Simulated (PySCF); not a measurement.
# Bonding in `CNC(C)(C)[SiH2][SiH3]`

Compound: C4H15NSi2.
SMILES with atom numbers: `[CH3:1][NH:2][C:3]([CH3:4])([CH3:5])[SiH2:6][SiH3:7]` (hydrogens: H8, H9, H10 on C1; H11 on N2; H12, H13, H14 on C4; H15, H16, H17 on C5; H18, H19 on Si6; H20, H21, H22 on Si7)

Structure used (GFN2-xTB), in Å, numbered top down from 1:
```
atom  x, y, z in Å
C1    -0.5048    2.1049   -0.0403
N2    -1.0218    0.8384   -0.5002
C3    -0.6472   -0.3445    0.2756
C4    -1.1166   -1.5531   -0.5378
C5    -1.4175   -0.3218    1.5971
Si6    1.2586   -0.5292    0.6147
Si7    2.4839   -0.1192   -1.2980
H8    -0.8893    2.8908   -0.6895
H9     0.5966    2.1642   -0.0368
H10   -0.8597    2.2964    0.9707
H11   -0.7570    0.6996   -1.4705
H12   -0.5564   -1.6409   -1.4688
H13   -0.9850   -2.4716    0.0288
H14   -2.1719   -1.4462   -0.7856
H15   -2.4820   -0.2008    1.4041
H16   -1.2604   -1.2532    2.1354
H17   -1.0884    0.4942    2.2348
H18    1.6236    0.3460    1.7408
H19    1.4397   -1.8947    1.1321
H20    1.6459    0.1337   -2.4793
H21    3.3414    1.0623   -1.1672
H22    3.3578   -1.2359   -1.6611
```

Bond orders from the PBE0/pcSseg-1 density (PySCF). Geometry: GFN2-xTB, one conformer, isolated molecule.

(1) How far do the computed orders between heavy atoms stray from the drawn ones?

(2) Give the Mayer order of every bond, beside its length.

Answers

(1) The largest departure is 0.157, at C3–Si6 (drawn single, 0.843). Drawn single, order below 0.88: C3–Si6 (0.843).

(2) 
```json
{"bond": "C1–N2", "drawn as": "single", "length (Å)": "1.443", "Mayer order": "1.005"}
{"bond": "N2–C3", "drawn as": "single", "length (Å)": "1.463", "Mayer order": "0.963"}
{"bond": "C3–C4", "drawn as": "single", "length (Å)": "1.531", "Mayer order": "1.016"}
{"bond": "C3–C5", "drawn as": "single", "length (Å)": "1.530", "Mayer order": "1.003"}
{"bond": "C3–Si6", "drawn as": "single", "length (Å)": "1.945", "Mayer order": "0.843"}
{"bond": "Si6–Si7", "drawn as": "single", "length (Å)": "2.308", "Mayer order": "0.900"}
{"bond": "C1–H8", "drawn as": "single", "length (Å)": "1.090", "Mayer order": "0.972"}
{"bond": "C1–H9", "drawn as": "single", "length (Å)": "1.103", "Mayer order": "0.933"}
{"bond": "C1–H10", "drawn as": "single", "length (Å)": "1.088", "Mayer order": "0.964"}
{"bond": "N2–H11", "drawn as": "single", "length (Å)": "1.015", "Mayer order": "0.932"}
{"bond": "C4–H12", "drawn as": "single", "length (Å)": "1.090", "Mayer order": "0.959"}
{"bond": "C4–H13", "drawn as": "single", "length (Å)": "1.087", "Mayer order": "0.960"}
{"bond": "C4–H14", "drawn as": "single", "length (Å)": "1.089", "Mayer order": "0.956"}
{"bond": "C5–H15", "drawn as": "single", "length (Å)": "1.089", "Mayer order": "0.955"}
{"bond": "C5–H16", "drawn as": "single", "length (Å)": "1.087", "Mayer order": "0.959"}
{"bond": "C5–H17", "drawn as": "single", "length (Å)": "1.087", "Mayer order": "0.957"}
{"bond": "Si6–H18", "drawn as": "single", "length (Å)": "1.472", "Mayer order": "0.941"}
{"bond": "Si6–H19", "drawn as": "single", "length (Å)": "1.471", "Mayer order": "0.944"}
{"bond": "Si7–H20", "drawn as": "single", "length (Å)": "1.470", "Mayer order": "0.926"}
{"bond": "Si7–H21", "drawn as": "single", "length (Å)": "1.466", "Mayer order": "0.936"}
{"bond": "Si7–H22", "drawn as": "single", "length (Å)": "1.464", "Mayer order": "0.943"}
```

Bonds between the same two heavy elements. C–N: lowest N2–C3 (0.963, 1.463 Å), highest C1–N2 (1.005, 1.443 Å). C–C: all 2 within 0.02 of one another (1.003 to 1.016).

**Question.** Sum the orders of all bonds at each heavy atom with more than one neighbour and set the sums beside the valence in the SMILES.

**Answer.** C1 3.874 (drawn 4), N2 2.900 (drawn 3), C3 3.825 (drawn 4), C4 3.891 (drawn 4), C5 3.874 (drawn 4), Si6 3.628 (drawn 4), Si7 3.705 (drawn 4). Orders between atoms that aren't bonded are not in these sums.

For a closed shell the Mayer order of atoms A and B is Σ (PS)μν (PS)νμ over the basis functions μ on A and ν on B, with P the density and S the overlap matrix.
